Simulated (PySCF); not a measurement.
[OsO3Cl]+ at several levels of theory

Computed with PySCF 2.14.0 (density fitting, no spin-orbit coupling) at the geometry relaxed with B3LYP:

```xyz
5
[OsO3Cl]+ (singlet)
Os    0.2961    0.3797    0.0000
O     1.9661    0.3500    0.0000
O    -0.3617    1.9124    0.0000
O    -0.8027   -1.0605    0.0000
Cl   -1.1918   -2.6668    0.0000
```

```json
{"level": "B3LYP", "basis": "Os def2-SVP with ECP60, O def2-SVP, Cl def2-SVP", "state": "singlet", "HOMO (eV)": "-14.73", "gap (eV)": "3.33", "charge on Os1 (e)": "1.26", "dipole about the centre of mass (D)": "4.05", "largest force component (eV/Å)": "0.01"}
{"level": "BLYP", "basis": "the same", "state": "singlet", "HOMO (eV)": "-13.16", "gap (eV)": "1.51", "charge on Os1 (e)": "1.13", "dipole about the centre of mass (D)": "4.31", "largest force component (eV/Å)": "1.57"}
{"level": "B3LYP", "basis": "Os def2-TZVP with ECP60, O def2-TZVP, Cl def2-TZVP", "state": "singlet", "HOMO (eV)": "-14.66", "gap (eV)": "3.34", "charge on Os1 (e)": "1.40", "dipole about the centre of mass (D)": "3.92", "largest force component (eV/Å)": "0.45"}
{"level": "B3LYP", "basis": "Os x2c-SVPall, O x2c-SVPall, Cl x2c-SVPall", "state": "singlet", "HOMO (eV)": "-14.86", "gap (eV)": "3.28", "charge on Os1 (e)": "1.14", "dipole about the centre of mass (D)": "4.29", "largest force component (eV/Å)": "0.63"}
```

Charges are Mulliken's, which hang on the basis. The relaxation used the grid (50, 194), these runs (75, 302) or, all-electron (x2c bases, spin-free X2C Hamiltonian), (99, 590).

Problem. A further run in the first row's basis gives HOMO (eV) -18.23, gap (eV) 10.40, charge on Os1 (e) 1.75, dipole about the centre of mass (D) 2.98, largest force component (eV/Å) 3.75. Which level was it?
A. CAM-B3LYP
B. HF
C. PBE0

Solution. B. The others give HOMO -16.42 eV (CAM-B3LYP); -15.05 eV (PBE0).

In the first row's basis the gap widens with exact exchange: 1.5 eV for BLYP (none); 3.3 to 3.8 eV for B3LYP, PBE0 (a fixed share); 6.2 to 10.4 eV for CAM-B3LYP, Hartree–Fock (rising or full at long range).

On relaxing from the template, bonds within or between ligands changed, so the formula names the start rather than the bonding at the end.
